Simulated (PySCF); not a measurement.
## Shapes and spin states of H₃RuN

Level of theory: PBE0/[Ru def2-TZVP with ECP28, N def2-TZVP, H def2-TZVP], scalar-relativistic core potentials, density fitting, no spin–orbit coupling, PySCF.

Relaxations began from a few typed shapes and spin states; open shells are unrestricted. The search is not exhaustive: other isomers or separated fragments can lie lower, and high-lying points may rest on an excited occupation.

```csv
spin,group,bonds,angles,imaginary modes (cm⁻¹),ΔE (kJ/mol),ΔE with ZPE (kJ/mol)
singlet,Cs,"Ru–H 1.559 Å, Ru–H 1.629 Å (×2), Ru–N 1.571 Å","H–Ru–H 83.2° (×2), H–Ru–H 135.3°, H–Ru–N 95.9°, H–Ru–N 111.8° (×2)",none,0.0,0.0
singlet,Cs,"H–H 0.901 Å, Ru–H 1.671 Å, Ru–H 1.725 Å (×2), Ru–N 1.553 Å","H–H–Ru 74.8° (×2), H–Ru–H 30.3°, H–Ru–H 140.6° (×2), H–Ru–N 102.6° (×2), H–Ru–N 113.7°",none,23.0,21.9
singlet,Cs,"H–H 0.774 Å, Ru–H 1.650 Å, Ru–H 1.935 Å, Ru–H 2.044 Å, Ru–N 1.549 Å","H–H–Ru 71.0°, H–H–Ru 86.8°, H–Ru–H 22.2°, H–Ru–H 132.5°, H–Ru–H 154.7°",809i,73.0,–
triplet,C3v,"Ru–H 1.613 Å (×3), Ru–N 1.599 Å","H–Ru–H 111.7° (×3), H–Ru–N 107.2° (×3)",none,80.5,77.3
singlet,C2v,"Ru–H 1.806 Å (×2), Ru–H 1.839 Å, Ru–N 1.564 Å","H–Ru–H 35.0° (×2), H–Ru–H 70.0°, H–Ru–N 145.0° (×2), H–Ru–N 180.0°","1352i, 336i",168.7,–
```

The lowest minimum found is the singlet Cs: Ru–H 1.559 Å, Ru–H 1.629 Å (×2), Ru–N 1.571 Å; H–Ru–H 83.2° (×2), H–Ru–H 135.3°, H–Ru–N 95.9°, H–Ru–N 111.8° (×2).
